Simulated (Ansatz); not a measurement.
Start from `N#COC=O` and change one atom or group to get `O=C[O][SnH3]`.

Ansatz, PBE0-D4/def2-TZVP geometries, multiplicity 1. Each molecule was computed in one conformer, which needn't be the lowest.

Elements past krypton have def2 core potentials.

```tsv
property	`N#COC=O`
HOMO energy (ωB97M-V/def2-TZVPP) / eV	-11.80
HOMO–LUMO gap (PBE/def2-TZVPP) / eV	5.26
HOMO energy (B3LYP/def2-TZVPP) / eV	-9.27
size of the dipole moment (PBE/def2-TZVPP) / D	4.18
HOMO–LUMO gap (PBE0/def2-TZVPP) / eV	7.78
ideal-gas entropy at 298 K and 1 bar (rigid rotor, harmonic PBE0-D4/def2-TZVP) / J/(mol·K)	291
```

Question: Give the same properties after the change, and the shifts. (Estimate.)

Answer: Computed: 
```tsv
property	`O=C[O][SnH3]`	shift
HOMO energy (ωB97M-V/def2-TZVPP) / eV	-10.71	1.09
HOMO–LUMO gap (PBE/def2-TZVPP) / eV	5.30	0.04
HOMO energy (B3LYP/def2-TZVPP) / eV	-8.09	1.18
size of the dipole moment (PBE/def2-TZVPP) / D	1.42	-2.76
HOMO–LUMO gap (PBE0/def2-TZVPP) / eV	7.68	-0.10
ideal-gas entropy at 298 K and 1 bar (rigid rotor, harmonic PBE0-D4/def2-TZVP) / J/(mol·K)	325	34
```

With PBE0 the HOMO rises by 1.18 eV and the LUMO rises by 1.08 eV, so the gap narrows by about 0.10 eV. PBE moves the HOMO by 1.40 eV and ωB97M-V by 1.09 eV. The zero-point energy changes by 31.9 kJ/mol with +6 modes. Dipoles are sizes alone; their direction can turn.

B3LYP here is the variant with VWN-RPA as its local correlation; programs differ in this.
